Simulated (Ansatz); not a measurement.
A made-up structure of CH$_{2}$InO, doublet:

```
5
angstrom
O -2.3996 -0.2737 -0.7428
C 0.8658 1.0859 0.4655
In -0.5834 -0.6563 0.1960
H -0.2721 -2.2058 0.8996
H 1.3822 1.4322 -0.3930
```

It is relaxed with PBE-D4/def2-SVP and then PBE0-D4/def2-TZVP (Ansatz 0.2.0). Atoms count as bonded within 1.22 times the sum of their covalent radii (H–H: 0.88 Å). The end point is not checked to be a true minimum.

Does its bonding change? (Judge from chemistry; the calculation decides.)

By the calculation: Yes. Formed: O1–C2; broken: O1–In3.

Where it ends: The first stage lowers the energy by 5.02 eV in 26 steps. It ends as CH₂InO ([O][CH][InH]):
O1  (-1.151, 0.970, -0.842)
C2  (-0.136, 0.703, -0.266)
In3  (0.298, -1.497, 0.153)
H4  (-0.635, -2.293, 1.430)
H5  (0.617, 1.500, -0.050)
(Å)

Labels in which every atom is bracketed show which atoms are joined, not bond orders.

For scale, one of the runs: PBE0-D4/def2-TZVP relaxation, 124 basis functions, launched by `ansatz run in.yaml --threads 2 --pin off --events-out ev --progress --plain --max-ram 4352MiB`. Hardware: 2 CPU threads of an Arm Neoverse V1, shared host. Wall time about 56 s.
